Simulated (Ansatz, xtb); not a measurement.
Relative energy of two structures of BrClH3InOSi

We compare X, a singlet given by its coordinates, with Y, `[SiH3][O][In]([Cl])[Br]`, a singlet. Both are gas-phase species (loosely bound parts included), relaxed with PBE0-D3(BJ)/def2-SVP; the shapes shown needn't be the lowest conformers.

X (Å):

```xyz
8

Br    0.1846    2.4365   -1.4791
Cl   -2.0540   -0.0074   -0.0256
In    2.5701    0.4140   -0.2756
O     0.9126   -0.6764    0.4018
Si   -0.5330   -1.2645    0.7799
H    -0.8239   -1.2746    2.2412
H    -0.8258   -2.5966    0.1805
H    -0.7433    1.4762   -0.9066
```

Close contacts (Å): Br1–In3 3.35, Cl2–Si5 2.13, In3–O4 2.10, O4–Si5 1.61, Br1–H8 1.45, Si5–H6 1.49, Si5–H7 1.49.

Y (Å):

```xyz
8

Br   -0.5050    2.2285   -2.5052
Cl   -3.2583   -0.8988   -2.3388
In   -1.4079    0.1949   -1.4683
O    -0.5784   -0.5625    0.1522
Si    0.7405   -0.2012    1.0947
H     0.8730    1.2761    1.3015
H     0.5679   -0.8640    2.4201
H     2.0022   -0.6964    0.4611
```

Q: Estimate E(Y) − E(X) at the level CCSD(T)/def2-SVP + ΔMP2/def2-TZVPP.

A: Not settled: CCSD(T)/def2-SVP + ΔMP2/def2-TZVPP gives E(Y) − E(X) = +21.3 kJ/mol, but this leans on the basis-set step: CCSD(T) alone gives −16.3 kJ/mol.

Level by level:

| level | geometry | E(Y) − E(X) (kJ/mol) | departure from the last row (kJ/mol) | job, with rough time for the two |
| --- | --- | --- | --- | --- |
| PBE0-D3(BJ)/def2-SVP | PBE0-D3(BJ)/def2-SVP | +19.4 | −1.9 | optimisation, 5.2 min |
| HF/def2-SVP | PBE0-D3(BJ)/def2-SVP | −33.1 | −54.4 | part of the CCSD(T) run |
| MP2/def2-SVP | PBE0-D3(BJ)/def2-SVP | −28.9 | −50.2 | part of the CCSD(T) run |
| CCSD(T)/def2-SVP | PBE0-D3(BJ)/def2-SVP | −16.3 | −37.6 | single point |
| CCSD(T)/def2-SVP + ΔMP2/def2-TZVPP | PBE0-D3(BJ)/def2-SVP | +21.3 |  | single point, 91 s |

HF/def2-SVP, MP2/def2-SVP, CCSD(T)/def2-SVP put the two in the other order. The largest departure from CCSD(T)/def2-SVP + ΔMP2/def2-TZVPP is that of HF/def2-SVP, 54.4 kJ/mol. Levels run at GFN2-xTB geometries aren't shown. The last row adds to CCSD(T) the change of the MP2 difference between the two basis sets, here +37.6 kJ/mol, a large step that makes the value less sure.

With thermal terms from frequencies at re-optimised GFN2-xTB minima (ideal gas, soft modes damped towards free rotors, one conformer each, 298.15 K, 1 atm): the zero-point term adds −0.2 kJ/mol; ΔH is +22.4 and ΔG +18.8 kJ/mol.

The correlated steps freeze 24 core orbitals; the filled d shell of Br and In is correlated, in a basis made for valence electrons. Atoms past krypton carry core potentials in the def2 sets and no spin–orbit term is included. Codes used: Ansatz 0.2.0, xtb 6.7.1; the last row on 2 threads of Intel(R) Xeon(R) Platinum 8259CL CPU @ 2.50GHz (Skylake/Cascade Lake) on a shared host.
